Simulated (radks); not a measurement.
Q: Neutral helium, [He]. Calculated with a radial shooting solver on a logarithmic mesh with Libxc functionals: non-relativistic Kohn-Sham, r2SCAN, spin-polarised, spherical densities, point nucleus; meta-GGA in the generalised Kohn-Sham scheme. Every spin shell is full or empty, so the densities are truly spherical. Functionals are evaluated on that one density, not self-consistently. Rank these exchange functionals by their error against the exact value of the orbitals, and give that value: LDA, B88, RPBE, PW86, WC, SOGGA, G96, EV93, TPSS, SCAN, MS2, MVS.

A: Exact: -1.02091 hartree. From best to worst, with 100 (|E| - |E exact|)/|E exact| (equal figures are ties): B88 +0.17, G96 +0.47, TPSS +0.57, SCAN +0.59, MVS +0.65, RPBE +0.77, MS2 +0.79, PW86 +0.95, WC -3.08, EV93 +5.15, SOGGA -5.68, LDA -13.71.
